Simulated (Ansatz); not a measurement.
Two isomers of CH6BNOSi: A = `B/N=C(/O)[SiH3]`, B = `C[SiH]1NB1O`.

Isolated molecules relaxed with PBE0-D4/def2-TZVP in Ansatz; ΔE leaves out vibrations. CCSD(T)/CBS is the MP2 limit (def2-TZVPP, def2-QZVPP) plus CCSD(T) − MP2 in def2-TZVPP, frozen cores. DFT in def2-TZVPP. B3LYP here is the variant with VWN-RPA as its local correlation; programs differ in this. One conformer a species, not always the lowest.

(1) Which is lower in electronic energy at CCSD(T)/CBS, and by how much? (An estimate is asked.)

(2) Give E(B) − E(A) in kcal/mol with B3LYP-D4, HF/def2-TZVPP, ωB97M-V, CCSD(T)/def2-TZVPP, B3LYP, r2SCAN-D4, B2PLYP. (Best estimate.)

Largest T1 diagnostic: 0.015.

## Answers

(1) Computed: B, by 48.4 kcal/mol.

(2) Ansatz gave: B3LYP-D4 -42.0, HF/def2-TZVPP -41.0, ωB97M-V -47.7, CCSD(T)/def2-TZVPP -46.8, B3LYP -42.1, r2SCAN-D4 -46.7, B2PLYP -44.6. None reverses the order clearly.

From PBE to PBE0 (25 % exact exchange), in def2-TZVPP and without D4, E(B) − E(A) moves by −3.6 kcal/mol. In def2-TZVPP, CCSD(T) changes the Hartree–Fock value by −5.8 kcal/mol (the triples alone add +0.5 kcal/mol) and MP2 by −9.0 kcal/mol.
